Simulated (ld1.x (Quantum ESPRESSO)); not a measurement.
# zirconium: excitation energies, all-electron against ultrasoft

zirconium (Zr), ultrasoft, made with ld1.x (Quantum ESPRESSO) 7.5 (PBE, fully relativistic). Core [Kr], reference 4d2 5s0 5p0 (charge +2). Waves: 5s (bound, empty): rcut 2.50, rcutus 3.20 bohr; 5s channel at -0.25 Ry: rcut 2.50, rcutus 3.20 bohr; 5p (bound, empty): rcut 3.05, rcutus 4.10 bohr; 5p channel at 4.05 Ry: rcut 3.05, rcutus 4.10 bohr; 4d (bound): rcut 2.40, rcutus 3.25 bohr; 4d channel at -0.75 Ry: rcut 2.40, rcutus 3.25 bohr. Local part: all-electron potential smoothed inside 2.40 bohr (lloc = -1). Core correction: a·sin(br)/r model core, default radius (core density twice the valence density). Augmentation charge: built from norm-conserving waves at rcut, not smoothed further.

Open shells are filled in proportion to 2j + 1 (rel_dist='average').

Energies are relative to the spin-unpolarised reference configuration 4d2 5s0 5p0; without spin polarisation the order of configurations can differ from experiment. Not all tests gave a result: test run stopped at test 6 of 7 (negative rho). The frozen-core shift is the all-electron ΔE with the core orbitals held at their reference shape minus the fully relaxed ΔE.

(1) Give the all-electron excitation energy and the error of the potential for: 4d2 5s2 5p0; 4d2 5s1 5p0; 4d1 5s0 5p0; 4d2 5s0 5p2; 4d2 5s0 5p1.

Levels in the configuration 4d2 5s0 5p2:

```csv
level,all-electron (eV),pseudo (eV)
4d j=3/2,-5.688,-5.725
4d j=5/2,-5.548,-5.584
5p j=1/2,-2.614,-2.609
5p j=3/2,-2.497,-2.492
```

Note: ghost states, extra bound levels that the all-electron valence spectrum of the same l lacks: p1/2 at -17.6 eV, p3/2 at -16.8 eV. A true bound ghost makes a file unfit for plane-wave use.

Answers

(1)

```tsv
valence configuration	charge	ΔE all-electron (eV)	error AE − PS (meV)	frozen-core shift (meV)
4d2 5s2 5p0	0	-20.077	-31	+18
4d2 5s1 5p0	+1	-12.940	-13	+9.5
4d1 5s0 5p0	+3	22.624	-181	+246
4d2 5s0 5p2	0	-13.868	-12	+4.1
4d2 5s0 5p1	+1	-9.228	-4.9	+2.7
```
